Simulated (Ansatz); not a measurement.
`N[SiH](F)BCl`, relaxed with RKS PBE-D4/def2-SVP in Ansatz from a rough embedded geometry. The force threshold is 0.03 eV/Å; the program also tests the step.

The species carries charge 0 and has multiplicity 1.

Start:

```xyz
9

N    -0.674   -0.995   -1.176
Si    0.661   -0.389   -0.163
F     1.759    0.364   -1.152
B     0.086    0.895    1.111
Cl   -0.814    2.419    0.636
H    -1.419   -1.349   -0.483
H    -1.145   -0.105   -1.586
H     1.310   -1.513    0.470
H     0.235    0.671    2.342
```

| step | energy (eV) | largest force (eV/Å) | largest move (Å) |
| --- | --- | --- | --- |
| 1 | -25325.8927 | 2.233 | 0.000 |
| 2 | -25326.2187 | 1.335 | 0.157 |
| 3 | -25326.3393 | 0.821 | 0.103 |
| 4 | -25326.3785 | 1.097 | 0.200 |
| 5 | -25326.4420 | 0.393 | 0.200 |
| 6 | -25326.4530 | 0.249 | 0.034 |
| 7 | -25326.4868 | 0.398 | 0.200 |
| 8 | -25326.5059 | 0.350 | 0.122 |
| 9 | -25326.5141 | 0.064 | 0.094 |
| 10 | -25326.5159 | 0.278 | 0.063 |
| 11 | -25326.5167 | 0.302 | 0.107 |
| 12 | -25326.5205 | 0.116 | 0.048 |
| 13 | -25326.5230 | 0.126 | 0.118 |
| 14 | -25326.5254 | 0.038 | 0.067 |
| 15 (rejected) | -25326.5248 | 0.157 | 0.114 |
| 16 | -25326.5260 | 0.020 | 0.027 |
| 17 | -25326.5261 | 0.091 | 0.083 |
| 18 (rejected) | -25326.5253 | 0.086 | 0.019 |
| 19 | -25326.5266 | 0.026 | 0.009 |

End:

```xyz
9

N    -0.851   -0.816   -0.917
Si    0.602   -0.442   -0.066
F     1.824    0.144   -1.022
B     0.137    1.049    1.217
Cl   -0.977    2.289    0.644
H    -0.959   -1.651   -1.495
H    -1.463   -0.056   -1.226
H     1.131   -1.720    0.516
H     0.555    1.202    2.349
```

Run time 37 s (4 threads of an Intel Xeon Platinum 8259CL on a shared host); peak host memory 0.2 GiB.
